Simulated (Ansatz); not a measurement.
Members of the series SiXY, Y = fluoro; each row names its spin state. Isolated molecules, 0 K electronic values unless said otherwise. One relaxed conformer stands for each flexible species; it need not be the lowest. Strings in code marks are SMILES.

Quantity: adiabatic spin-state energy, in eV. HF references are unrestricted for open shells and restricted for singlets. The restricted reference of `F[Si][SiH3]` is unstable towards unrestricted orbitals.

Case: `F[Si][SiH3]`: multiplicity 3 minus multiplicity 1. The other species in the difference include `[Si]([SiH3])F` (neutral, multiplicity 1). Geometry of `F[Si][SiH3]` (neutral, multiplicity 3, Å):

```xyz
6

F      2.6468     0.4301     0.2819
Si     1.5496    -0.6230    -0.2552
Si    -0.6943    -0.0165    -0.0277
H     -1.4053    -1.1832    -0.6083
H     -1.0173     1.2209    -0.7874
H     -1.0794     0.1717     1.3967
```

### Question
Give the adiabatic spin-state energy at the level frozen-core CCSD(T)/cc-pVQZ // PBE0-D3(BJ)/def2-TZVP (Ansatz, a first-principles code).

### Answer
1.06 eV.
